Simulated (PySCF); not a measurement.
# Two-component Hartree-Fock for Fe⁷⁺ (iron, charge +7)

Start: [Ar] 3d1; 3d3/2 filled at m_j = +3/2. Calculated with PySCF 2.14 in an even-tempered Gaussian basis (17 s from 0.34 bohr⁻², ratio 2.8; 12 p from 0.45 bohr⁻², ratio 2.8; 8 d from 0.45 bohr⁻², ratio 2.8; 4 f from 1.3 bohr⁻², ratio 3): generalised Hartree-Fock with the X2C-1e Hamiltonian and a Gaussian nucleus; one run each with spin-orbit coupling (SO) switched off, then screened by Boettger's factors.

| spinor shell | electrons | ε, spin-free (eV) | ε, screened SO (eV) | weight of nominal j (screened SO) | rms radius, screened SO (bohr) |
| --- | --- | --- | --- | --- | --- |
| 1s1/2 | 2 | -7323.8 | -7323.7 | 1.000 | 0.0675 |
| 2s1/2 | 2 | -1034.9 | -1034.9 | 1.000 | 0.288 |
| 2p1/2 | 2 | -900.36 | -909.50 | 1.000 | 0.258 |
| 3s1/2 | 2 | -250.21 | -250.19 | 1.000 | 0.814 |
| 3p1/2 | 2 | -206.68 | -209.57 | 0.808 | 0.836 |
| 3p3/2 | 4 | -206.68 | -205.23 | 0.904 | 0.843 |
| 3d3/2 | 1 | -151.55 | -151.69 | 0.992 | 0.852 |

**Question.** Where does 2p3/2 lie, and what is the 2p spin-orbit splitting (screened SO)?

**Answer.** At -895.83 eV, 13.663 eV above 2p1/2.

```csv
quantity,spin-free,screened SO
E (hartree),-1256.57471,-1256.60069
M_J,3/2,3/2
⟨J²⟩,4.300,3.794
⟨L²⟩,6.006,6.005
⟨S²⟩,0.751,0.752
```

Each row is a mean over spinors that exchange with the open shell spreads, by up to 6.359 eV (3p1/2).

Rows whose weight is well below 1 are mixtures of j = l ± 1/2: exchange outweighs spin-orbit coupling there, and the label is only the starting occupation.

Without spin-orbit coupling the j labels of p, d and f shells carry no meaning; the spin-free column gives the mean over the occupied spinors of each nl shell, and its ⟨J²⟩ belongs to a mixture of degenerate components.
